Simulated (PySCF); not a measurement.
C₂H₆OTe, SMILES C(C)[Te]O.

Geometry: r2SCAN-D4/def2-SVP. The def2 effective core potentials stand for the cores of Te; spin–orbit coupling is left out. The values are those of a single conformer.

Two levels are set side by side: TDDFT-PBE/def2-SVPD (PySCF) and TDDFT-PBE0/def2-SVPD (PySCF). Vertical, same geometry. The lowest singlet is HOMO→LUMO 100 % with PBE and HOMO→LUMO 100 % with the other functional; states are paired by order. Differences are taken from unrounded values.

| quantity | TDDFT-PBE0 | TDDFT-PBE | TDDFT-PBE minus TDDFT-PBE0 |
|---|---|---|---|
| lowest singlet excitation (eV) | 2.87 | 2.70 | -0.16 |
| lowest triplet excitation (TDA) (eV) | 2.14 | 2.04 | -0.10 |
| first bright state (f over 0.05) (eV) | 5.35 | 4.82 | -0.53 |
| its oscillator strength | 0.10 | 0.07 | -0.03 |

Functionals without exact exchange tend to place singlet excitations lower, as here. Differences between two approximate levels are no errors against the true value.

Rough cost on one machine, each run with all the roots and properties that it gave: TDDFT-PBE0 against TDDFT-PBE about 3 times.
